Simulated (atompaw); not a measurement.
**Which setting gave this result? (cerium, PAW (atompaw))**

Base potential:

Ce (Z = 58), PAW, made with atompaw 4.2.0.5 (PBE, scalar-relativistic). Core [Kr] 4d10 4f1, reference 5s2 5p6 5d1.5 6s1.5 6p0. Waves: 5s (bound): rc 1.85 bohr; 6s (bound): rc 3.00 bohr; 5p (bound): rc 1.90 bohr; 6p (bound, empty): rc 3.00 bohr; 5d (bound): rc 2.85 bohr; 5d channel at 3.1 Ry: rc 3.00 bohr. Local part: ultrasoft scheme with l = 3 at 1 Ry, radius 2.80 bohr. Core correction: smooth core density matched at 1.95 bohr. Augmentation charge: gaussian compensation charge, radius 2.25 bohr; PAW radius 3.00 bohr; waves and projectors: custom rrkj vanderbiltortho.

Cutoffs, loose and tight: the cutoffs (Ry, on a coarse ladder) from which the occupation-weighted sum of valence levels, in a spherical-Bessel basis at the reference potential, stays within 10 and 1 mRy of its value at 400 Ry. They see the waves, projectors and local potential, not the compensation charge or the core.

Only the scale of all radii (base = 1) is moved:

| scale of all radii (base = 1) | cutoff, loose | cutoff, tight | bound ghosts |
| --- | --- | --- | --- |
| 0.8 | 30 Ry | 70 Ry | none |
| 0.85 | 18 Ry | 55 Ry | none |
| 0.99 | 21 Ry | 35 Ry | none |
| 1.06 | 18 Ry | 30 Ry | none |
| 1.3 | 15 Ry | 21 Ry | none |

Q: One more run gave cutoff, loose: 15 Ry; cutoff, tight: 25 Ry; bound ghosts: none. Which value of the scale of all radii (base = 1) was used?

A: 1.19. The tight cutoff moves one way along this sweep, from 70 Ry at 0.8 to 21 Ry at 1.3, which places the run between 1.06 and 1.3.
